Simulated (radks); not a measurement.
The numbers below are computed, except where a source is named.
These are the eigenvalues of the occupied orbitals of an atom or ion with whole-number occupations (hartree). Code: a radial shooting solver on a logarithmic mesh with Libxc functionals. Model: Dirac Kohn-Sham, PBEsol, spin-unpolarised, spherical densities, finite nucleus; Fermi nuclear charge, rms radius of each element as measured or else 0.836 A^(1/3) + 0.57 fm.

orbital  eigenvalue
1s1/2     -1712.924
2s1/2     -279.8789
2p1/2     -265.3518
2p3/2     -243.2073
3s1/2     -61.32523
3p1/2     -55.06522
3p3/2     -50.58010
3d3/2     -39.70816
3d5/2     -38.73301
4s1/2     -12.23363
4p1/2      -9.83716
4p3/2      -8.85931
4d3/2      -4.91772
4d5/2      -4.74441
5p1/2      -1.18283
5p3/2      -1.05543
6s1/2      -0.31806
4f5/2      -0.25009
4f7/2      -0.23254

Which element is it, and in what charge state? The configuration may be excited. Open shells, if any, fill j = l - 1/2 first.

Answer. Z = 62, samarium, charge +1: Sm+ in [Kr] 4d10 4f8 5p6 6s1. The list shows which subshells hold electrons but not how many an open one holds; the 1s level, -1712.9 hartree, gives Z - s = 58.5 by -(Z - s)^2/2, which with screening and relativity narrows Z to a few neighbours, and the depths of the outer levels then fix element, charge and occupations together.
